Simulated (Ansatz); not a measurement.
Reaction (redistribution): `[OH][InH][CH2][SiH3]` + `O[SiH2]CCl` → `[OH][InH][Cl]` + `O[SiH2]CC[SiH3]`

Calculated with Ansatz (gas phase, PBE0-D4/def2-TZVP geometries, no zero-point term in ΔE). CCSD(T)/CBS is the MP2 limit (def2-TZVPP, def2-QZVPP) plus CCSD(T) − MP2 in def2-TZVPP, frozen cores. DFT in def2-TZVPP. B3LYP here is the variant with VWN-RPA as its local correlation; programs differ in this. HSE06 is defined as in plane-wave codes. Elements past krypton have def2 core potentials. For In outer-core shells are correlated without core-valence functions, which leaves a few kJ/mol of doubt a bond. Each species was taken in one conformer, which may not be the lowest.

`[OH][InH][CH2][SiH3]`:

```xyz
11

O     2.105    1.569    0.159
In    1.687   -0.358    0.459
C    -0.423   -0.760    0.621
Si   -1.413    0.061   -0.725
H     1.323    2.120    0.081
H     3.085   -1.333    0.536
H    -0.741   -0.375    1.595
H    -0.577   -1.841    0.624
H    -2.872   -0.217   -0.620
H    -1.222    1.537   -0.666
H    -0.952   -0.402   -2.064
```

`O[SiH2]CCl`:

```xyz
9

O    -1.101    0.288    1.460
Si   -0.516    0.689   -0.021
C     0.970   -0.383   -0.449
Cl    0.453   -2.096   -0.337
H    -1.310   -0.639    1.595
H    -0.105    2.111    0.063
H    -1.525    0.498   -1.096
H     1.797   -0.250    0.249
H     1.335   -0.217   -1.463
```

`[OH][InH][Cl]`:

Z-matrix (Å, degrees):
```
In
O 1 1.968
Cl 1 2.333 2 109.8
H 1 1.688 2 126.8 3 -180.0
H 2 0.961 1 111.6 3 0.0
```

`O[SiH2]CC[SiH3]`:

Z-matrix (Å, degrees):
```
Si
C 1 1.874
O 1 1.650 2 113.3
H 1 1.494 2 108.1 3 123.1
H 1 1.484 2 109.5 3 -117.3
C 2 1.534 1 116.3 3 -72.9
H 2 1.096 1 107.9 3 52.1
H 2 1.098 1 106.0 3 164.9
H 3 0.959 1 117.3 2 68.0
Si 6 1.878 2 116.1 1 66.9
H 6 1.096 2 110.5 1 -55.9
H 6 1.097 2 110.3 1 -172.3
H 10 1.487 6 110.3 2 172.7
H 10 1.487 6 111.1 2 51.4
H 10 1.494 6 111.3 2 -68.5
```

| level | ΔE (kJ/mol) | difference from CCSD(T)/CBS |
| --- | --- | --- |
| LDA (SPW92) | -141.7 | -3.7 |
| PBE-D4 | -140.1 | -2.1 |
| revPBE-D4 | -141.7 | -3.7 |
| BLYP-D4 | -141.3 | -3.3 |
| r2SCAN-D4 | -145.9 | -7.9 |
| B97M-V | -153.3 | -15.3 |
| PBE0-D4 | -145.7 | -7.7 |
| B3LYP-D4 | -145.8 | -7.8 |
| r2SCANh-D4 | -147.2 | -9.2 |
| r2SCAN0-D4 | -149.1 | -11.1 |
| HSE06-D4 | -145.5 | -7.5 |
| BHLYP-D4 | -152.2 | -14.2 |
| CAM-B3LYP-D4 | -148.0 | -10.0 |
| ωB97X-V | -146.0 | -8.0 |
| ωB97M-V | -144.1 | -6.1 |
| B2PLYP | -142.1 | -4.1 |
| PBE-QIDH | -145.3 | -7.3 |
| PBE | -137.7 | 0.3 |
| BLYP | -136.9 | 1.1 |
| PBE0 | -143.6 | -5.6 |
| B3LYP | -142.5 | -4.5 |
| r2SCANh | -146.2 | -8.2 |
| r2SCAN0 | -148.1 | -10.1 |
| HSE06 | -143.5 | -5.5 |
| BHLYP | -150.6 | -12.6 |
| CAM-B3LYP | -145.8 | -7.8 |
| LC-ωPBE | -145.3 | -7.3 |
| HF/def2-SVP | -173.5 | -35.5 |
| MP2/def2-SVP | -165.8 | -27.8 |
| CCSD/def2-SVP | -163.9 | -25.9 |
| HF/def2-TZVPP | -159.1 | -21.1 |
| MP2/def2-TZVPP | -138.4 | -0.4 |
| SCS-MP2/def2-TZVPP | -138.8 | -0.8 |
| CCSD/def2-TZVPP | -141.6 | -3.6 |
| CCSD(T)/def2-TZVPP | -139.0 | -1.0 |
| HF/def2-QZVPP | -158.5 | -20.5 |
| MP2/def2-QZVPP | -137.7 | 0.3 |
| HF/CBS(def2) | -158.4 | -20.4 |
| MP2/CBS(def2) | -137.5 | 0.5 |
| CCSD/CBS(def2) | -140.6 | -2.6 |
| CCSD(T)/CBS | -138.0 | 0 |

Largest T1 diagnostic among the species: 0.015.

The D4 term adds −3.3 kJ/mol with B3LYP and −2.2 kJ/mol with PBE0; it sums over pairs of atoms, weighted by their polarisabilities, and B3LYP, whose exchange is more repulsive, gets the larger term. In def2-TZVPP, CCSD(T) changes the Hartree–Fock value by +20.1 kJ/mol (the triples alone add +2.6 kJ/mol) and MP2 by +20.6 kJ/mol.
